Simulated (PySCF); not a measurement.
6H-1,3-oxazine (C4H5NO), SMILES C1=CN=COC1.

Coordinates come from a PBE-D3(BJ)/def2-SVP optimisation. A frequency run showed that this geometry is not a minimum. Other conformers were not sampled.

The numbers are results of PBE-D3(BJ)/def2-SVP (PySCF), not measurements.

No scaling factor is applied to the harmonic values.

Computed normal modes with their intensities:
| mode | ν (cm⁻¹) | IR (km/mol) | moving atoms (share of kinetic energy) |
|---|---|---|---|
| 1 | 74i | 0.1 | H 32 %, O 29 %, C 24 %, N 15 % |
| 2 | 312 | 1.0 | C 54 %, H 34 %, O 11 % |
| 3 | 515 | 9.8 | C 41 %, O 32 %, N 22 % |
| 4 | 537 | 36.2 | H 49 %, C 28 %, N 20 % |
| 5 | 653 | 3.4 | C 71 %, O 13 %, N 9 % |
| 6 | 740 | 7.3 | H 59 %, C 24 %, N 15 % |
| 7 | 836 | 10.6 | C 44 %, O 34 %, H 11 %, N 10 % |
| 8 | 910 | 0.8 | H 69 %, C 29 % |
| 9 | 944 | 12.5 | C 39 %, H 31 %, N 17 %, O 13 % |
| 10 | 947 | 0.4 | H 73 %, C 26 % |
| 11 | 961 | 3.0 | C 49 %, N 29 %, H 18 % |
| 12 | 1004 | 7.3 | H 58 %, C 40 % |
| 13 | 1026 | 7.2 | C 74 %, H 22 % |
| 14 | 1150 | 61.8 | H 50 %, C 31 %, O 18 % |
| 15 | 1192 | 87.6 | H 53 %, C 30 %, O 13 % |
| 16 | 1200 | 0.0 | H 95 % |
| 17 | 1331 | 13.7 | H 80 %, C 11 %, O 9 % |
| 18 | 1365 | 23.8 | H 64 %, C 18 %, N 15 % |
| 19 | 1376 | 5.4 | H 57 %, C 39 % |
| 20 | 1445 | 0.9 | H 91 % |
| 21 | 1638 | 112.3 | C 67 %, N 26 % |
| 22 | 1666 | 91.5 | C 79 %, N 13 % |
| 23 | 2922 | 74.2 | H 95 % |
| 24 | 2949 | 31.8 | H 90 %, C 10 % |
| 25 | 3097 | 17.1 | H 92 %, C 8 % |
| 26 | 3108 | 7.5 | H 92 %, C 8 % |
| 27 | 3130 | 10.6 | H 91 %, C 9 % |
